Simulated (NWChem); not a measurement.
Program: NWChem. System: H$_{3}$B, charge 0, spin multiplicity 1, at a geometry optimised with B3LYP/def2-SVP. The structure started from a generated list of species. Level: G0W0@PBE0/def2-TZVP, RI basis def2-tzvp-rifit.

Job file:

```
start mol
memory heap 200 mb stack 700 mb global 1700 mb
geometry units angstroms nocenter noautoz
  B      0.000000     0.000000    -0.000000
  H      0.000000     0.000000     1.204392
  H     -1.043033     0.000000    -0.602195
  H      1.043033     0.000000    -0.602195
  symmetry group C2v
end
basis spherical
  * library def2-tzvp
end
basis "ri basis" bse spherical
  * library def2-tzvp-rifit
end
dft
  xc pbe0
  iterations 100
  direct
  tolerances tight
end
task dft energy
gw
  states alpha occ 4 vir 2
end
task dft gw
```

NWChem printed:

```
             Northwest Computational Chemistry Package (NWChem) 7.3.0
             --------------------------------------------------------

                                NWChem Input Module
                                -------------------

 Scaling coordinates for geometry "geometry" by  1.889725989
 (inverse scale =  0.529177249)

 Turning off AUTOSYM since
 SYMMETRY directive was detected!

                             Geometry "geometry" -> ""
                             -------------------------

 Output coordinates in angstroms (scale by  1.889725989 to convert to a.u.)

  No.       Tag          Charge          X              Y              Z
 ---- ---------------- ---------- -------------- -------------- --------------
    1 B                    5.0000     0.00000000     0.00000000     0.00000000
    2 H                    1.0000     0.00000000     0.00000000     1.20439200
    3 H                    1.0000    -1.04303300     0.00000000    -0.60219500
    4 H                    1.0000     1.04303300     0.00000000    -0.60219500

 Effective nuclear repulsion energy (a.u.)       7.3516160856

            Nuclear Dipole moment (a.u.)
            ----------------------------
        X                 Y               Z
 ---------------- ---------------- ----------------
     0.0000000000     0.0000000000     0.0000037795

      Symmetry information
      --------------------

 Group name             C2v
 Group number             16
 Group order               4
 No. of unique centers     3

      Symmetry unique atoms

     1    2    3


 Summary of "ao basis" -> "" (spherical)
 ------------------------------------------------------------------------------
       Tag                 Description            Shells   Functions and Types
 ---------------- ------------------------------  ------  ---------------------
 *                         def2-tzvp                  on all atoms

 new library libraries.bse/

 Summary of "ri basis" -> "" (spherical)
 ------------------------------------------------------------------------------
       Tag                 Description            Shells   Functions and Types
 ---------------- ------------------------------  ------  ---------------------
 *                      def2-tzvp-rifit               on all atoms

                                 NWChem DFT Module
                                 -----------------

 Summary of "ao basis" -> "ao basis" (spherical)
 ------------------------------------------------------------------------------
       Tag                 Description            Shells   Functions and Types
 ---------------- ------------------------------  ------  ---------------------
 B                         def2-tzvp                11       31   5s3p2d1f
 H                         def2-tzvp                 4        6   3s1p

 Summary of "ao basis" -> "ao basis" (spherical)
 ------------------------------------------------------------------------------
       Tag                 Description            Shells   Functions and Types
 ---------------- ------------------------------  ------  ---------------------
 B                         def2-tzvp                11       31   5s3p2d1f
 H                         def2-tzvp                 4        6   3s1p

      Symmetry analysis of basis
      --------------------------

        a1         23
        a2          4
        b1         13
        b2          9

            General Information
            -------------------
          SCF calculation type: DFT
[...]
    40     -0.129478  3 H  s                 46      0.129478  4 H  s
    12      0.053156  1 B  px

 Vector    4  Occ=2.000000D+00  E=-3.634032D-01  Symmetry=a1
              MO Center= -6.6D-10, -2.1D-16,  3.4D-01, r^2= 1.6D+00
   Bfn.  Coefficient  Atom+Function         Bfn.  Coefficient  Atom+Function
  ----- ------------  ---------------      ----- ------------  ---------------
     8      0.315941  1 B  pz                33      0.253332  2 H  s
    11      0.220710  1 B  pz                32      0.167181  2 H  s
    34      0.149509  2 H  s                 39     -0.126665  3 H  s
    45     -0.126665  4 H  s                 38     -0.083590  3 H  s
    44     -0.083590  4 H  s                 40     -0.074754  3 H  s

 Vector    5  Occ=0.000000D+00  E=-7.217819D-02  Symmetry=b2
              MO Center= -3.0D-16,  4.5D-16,  9.4D-08, r^2= 2.4D+00
   Bfn.  Coefficient  Atom+Function         Bfn.  Coefficient  Atom+Function
  ----- ------------  ---------------      ----- ------------  ---------------
    13      0.446277  1 B  py                10      0.375294  1 B  py
     7      0.363332  1 B  py

 Vector    6  Occ=0.000000D+00  E= 7.450123D-02  Symmetry=a1
              MO Center= -1.1D-14, -1.8D-15, -5.3D-06, r^2= 6.7D+00
   Bfn.  Coefficient  Atom+Function         Bfn.  Coefficient  Atom+Function
  ----- ------------  ---------------      ----- ------------  ---------------
     5      2.823250  1 B  s                  4     -1.912143  1 B  s
    34     -0.372174  2 H  s                 40     -0.372180  3 H  s
    46     -0.372180  4 H  s                 33      0.132266  2 H  s
    39      0.132266  3 H  s                 45      0.132266  4 H  s
     2      0.098394  1 B  s                  3      0.072582  1 B  s

 Vector    7  Occ=0.000000D+00  E= 1.060882D-01  Symmetry=b1
              MO Center=  5.7D-15, -6.2D-30,  8.0D-01, r^2= 6.7D+00
   Bfn.  Coefficient  Atom+Function         Bfn.  Coefficient  Atom+Function
  ----- ------------  ---------------      ----- ------------  ---------------
    12      2.240940  1 B  px                40      1.452243  3 H  s
    46     -1.452243  4 H  s                  9     -0.230420  1 B  px
     6     -0.066816  1 B  px                38      0.064791  3 H  s
    44     -0.064791  4 H  s                 18     -0.047042  1 B  d  1
    39     -0.031765  3 H  s                 45      0.031765  4 H  s

 center of mass
 --------------
 x =   0.00000000 y =   0.00000000 z =   0.00000027

 moments of inertia (a.u.)
 ------------------
           7.830857142541           0.000000000000           0.000000000000
           0.000000000000          15.661706915986           0.000000000000
           0.000000000000           0.000000000000           7.830849773444

     Multipole analysis of the density
     ---------------------------------

     L   x y z        total         alpha         beta         nuclear
     -   - - -        -----         -----         ----         -------
     0   0 0 0     -0.000000     -4.000000     -4.000000      8.000000

     1   1 0 0     -0.000000     -0.000000     -0.000000      0.000000
     1   0 1 0     -0.000000     -0.000000     -0.000000      0.000000
     1   0 0 1     -0.000001     -0.000002     -0.000002      0.000004

     2   2 0 0     -6.941788     -7.355918     -7.355918      7.770049
     2   1 1 0     -0.000000     -0.000000     -0.000000      0.000000
     2   1 0 1      0.000000      0.000000      0.000000      0.000000
     2   0 2 0     -5.369344     -2.684672     -2.684672      0.000000
     2   0 1 1      0.000000      0.000000      0.000000      0.000000
     2   0 0 2     -6.941791     -7.355924     -7.355924      7.770056

 Task  times  cpu:        0.8s     wall:        0.8s

                                NWChem Input Module
                                -------------------

                                 NWChem GW Module
                                 ----------------

                             ***********************
                             ***        GW       ***
                             ***********************

 Summary of "ri basis" -> "ri basis" (spherical)
 ------------------------------------------------------------------------------
       Tag                 Description            Shells   Functions and Types
 ---------------- ------------------------------  ------  ---------------------
 B                      def2-tzvp-rifit             22       76   8s6p4d3f1g
 H                      def2-tzvp-rifit              7       15   4s2p1d

                 Memory Information
                 ------------------
          Available GA per process is          1700.0 MBs
          Available stack per process is        700.0 MBs
          Available heap per process is           0.0 MBs

          Peak memory in Initialization
              Peak GA per process is                  0.4 MBs
              Peak stack per process is               0.0 MBs
              Peak heap per process is                0.5 MBs
              Memory not in MA per process            0.0 MBs

          Peak memory in AFF Calculation
              Peak GA per process is                  0.7 MBs
              Peak stack per process is               0.2 MBs
              Peak heap per process is                0.0 MBs
              Memory not in MA per process            0.2 MBs

          Computing 2-center integrals
          Computing Inverse Cholesky factor
          Computing 3-center integrals
          Computing V_xc ...

          Computing Sigma_x
          Computing RPA polarizability
          Solving quasiparticle equations

                  Alpha Orbitals
          State     Energy (eV)     Error (eV)
          -----------------------------------
@GW         1       -194.091           0.004
@GW         2        -17.478           0.002
@GW         3        -12.948           0.002
@GW         4        -12.948           0.002
@GW         5          0.423           0.005
@GW         6          3.522           0.003

   Applying   2.3873 eV scissor-shift to rest of hole states

     GW Timing Statistics
   ------------------------
   Init.   :          0.1s
     ERIs  :          0.1s
     Distr.:          0.0s
     Vxc   :          0.2s
   Sigma_x :          0.0s
   RPA     :          0.0s
   Wmn     :          0.0s
   Sigma_c :          0.0s
   GW total:          0.3s

 Task  times  cpu:        0.3s     wall:        0.3s

 Total times  cpu:        1.2s     wall:        1.2s
```
